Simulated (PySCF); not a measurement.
Identify the unknown among the candidates.

All candidates are C7H8S.

| technique | computed result |
| --- | --- |
| Polarisability | 98.3 au [CAM-B3LYP/def2-SVPD] |
| UV, first state | lowest singlet excitation: 2.49 eV (498 nm, f = 0.000) [TDDFT CAM-B3LYP/def2-SVPD] |
| UV, strongest line | among the 8 lowest singlet transitions: S4 at 5.67 eV (219 nm, f = 0.188) [TDDFT CAM-B3LYP/def2-SVPD] |
| 13C NMR | chemical shifts (computed TMS as zero) by class: 287.0 (1 C), 92.2 (1 C), 77.9 (1 C), 54.2 (1 C), 49.8 (1 C), 33.7 (1 C), 29.8 (1 C) ppm [GIAO PBE0/pcSseg-1] |
| 1H NMR | chemical shifts (computed TMS as zero) by class: 3.60 (1 H), 3.24 (1 H), 2.90 (1 H), 2.47 (1 H), 1.79 (1 H), 1.48 (3 H) ppm [GIAO PBE0/pcSseg-1] |
| NMR, other nuclei | isotropic shieldings of nuclei other than C and H, by class: -449 (1 S) ppm [GIAO PBE0/pcSseg-1] |
| Rotational structure | rotational constants A, B, C: 2.198, 1.477, 1.265 GHz [GFN2-xTB] |
| Triplet | lowest triplet excitation (Tamm–Dancoff): 2.06 eV [TDA CAM-B3LYP/def2-SVPD] |

The electronic properties come from PySCF, for the isolated species, density fitting. Levels stand in brackets. Geometry: GFN2-xTB; no solvent, vibrations or thermal averaging. NMR classes are plain means over equivalent atoms (diastereotopic ones count apart unless rotation or inversion swaps them), as if these changed places fast.

Task: Which candidate is it?
A. `C=CCC#CC(C)=S`
B. `C=CCc1cccs1`
C. `C#C[C@]1(C)CCC1=S`
D. `CC#CC1=CSCC1`

Result: C. It is `C#C[C@]1(C)CCC1=S`. Numbering: `[CH:1]#[C:2][C@:3]1([CH3:4])[CH2:5][CH2:6][C:7]1=[S:8]`. Its formula, C7H8S, gives 4 degrees of unsaturation: 1 ring and 3 π bonds in the structure found. 7 carbons fall into 7 classes; from least to most shielded: thiocarbonyl carbon [C7] (287.0 ppm), alkyne carbon [C2] (92.2 ppm), terminal alkyne carbon [C1] (77.9 ppm), propargylic carbon [C3] (54.2 ppm), four-membered-ring carbon [C6] (49.8 ppm), four-membered-ring carbon [C5] (33.7 ppm), methyl carbon [C4] (29.8 ppm). Hydrogen classes from least to most shielded: 1 H on a four-membered-ring carbon, C6 (3.60 ppm), 1 H on a four-membered-ring carbon, C6 (3.24 ppm), 1 H on a four-membered-ring carbon, C5 (2.90 ppm), 1 H on a four-membered-ring carbon, C5 (2.47 ppm), 1 H on a terminal alkyne carbon, C1 (1.79 ppm), 3 H on a methyl carbon, C4 (1.48 ppm, a mean of values up to 0.9 ppm apart in this geometry). The other shieldings belong to: -449 ppm, thiocarbonyl sulfur [S8]. S1 is mainly HOMO→LUMO (weight 0.98); the largest Löwdin shares of the orbital it empties are 0.69 on the thiocarbonyl sulfur, 0.14 on the thiocarbonyl carbon, 0.06 on the propargylic carbon and 0.05 on a four-membered-ring carbon, of the orbital it fills 0.40 on the thiocarbonyl sulfur, 0.37 on the thiocarbonyl carbon, 0.06 on a four-membered-ring carbon and 0.04 on the propargylic carbon. The optimised geometry has point group C1 and is an asymmetric top.

The others, at the same levels:
- `C=CCc1cccs1` fails: its computed 13C shifts are 153.1 (1 C), 148.9 (1 C), 132.2 (1 C), 131.2 (1 C), 130.8 (1 C), 118.6 (1 C), 40.2 (1 C) ppm, 1H shifts are 7.13 (1 H), 7.04 (1 H), 6.96 (1 H), 6.10 (1 H), 5.42 (1 H), 5.15 (1 H), 3.56 (2 H) ppm and rotational constant A is 3.997 GHz (against 2.198 GHz).
- `C=CCC#CC(C)=S` fails: its computed 13C shifts are 242.5 (1 C), 141.4 (1 C), 124.2 (1 C), 117.8 (1 C), 96.4 (1 C), 45.3 (1 C), 30.1 (1 C) ppm, 1H shifts are 6.30 (1 H), 5.48 (1 H), 5.44 (1 H), 3.38 (2 H), 3.10 (3 H) ppm and lowest singlet excitation is 2.19 eV (566 nm, f = 0.000) (against 2.49 eV).
- `CC#CC1=CSCC1` fails: its computed 13C shifts are 142.9 (1 C), 119.5 (1 C), 96.2 (1 C), 81.7 (1 C), 41.9 (1 C), 36.9 (1 C), 5.8 (1 C) ppm, 1H shifts are 6.23 (1 H), 3.27 (2 H), 2.88 (2 H), 2.18 (3 H) ppm and rotational constant A is 5.709 GHz (against 2.198 GHz).

Each candidate is one conformer, not necessarily the lowest. The conformers computed, where there is a choice (atom-mapped SMILES and torsion angles):
- `[CH2:1]=[CH:2][CH2:3][c:4]1[cH:5][cH:6][cH:7][s:8]1`: C1–C2–C3–C4 -122°, C2–C3–C4–C5 79°
- `[CH2:1]=[CH:2][CH2:3][C:4]#[C:5][C:6]([CH3:7])=[S:8]`: C1–C2–C3–C4 122°
